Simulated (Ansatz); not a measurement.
Te₂Pd (the lowest singlet isomer of a short search) was relaxed with r2SCAN-D4 (def2-TZVP) in Ansatz in these states: neutral quintet, neutral triplet. The geometries follow in no particular order.

In the def2 sets Pd, Te take a core potential; there is no spin–orbit coupling.

A:

```xyz
3

Pd    0.8477   -0.5902    0.7311
Te    0.8198    0.7602   -1.4324
Te   -1.6675   -0.1700    0.7013
```

B:

Cartesian coordinates in Å:
```
Pd 1.0958 0.8029 -0.4208
Te 0.1132 -1.5157 -0.1942
Te -1.2090 0.7128 0.6150
```

Q: Judge from the bond lengths which geometry belongs to which state (an estimate).

A: A is the neutral quintet (Te2–Te3 3.406 Å, Pd1–Te2 2.550 Å, Pd1–Te3 2.550 Å); B is the neutral triplet (Te2–Te3 2.715 Å, Pd1–Te2 2.528 Å, Pd1–Te3 2.528 Å).

At PBE0-D4/def2-TZVP a triplet lies 1.67 eV below the neutral quintet. These are the stationary points nearest to one start from a short search; other shapes may lie lower in each state.
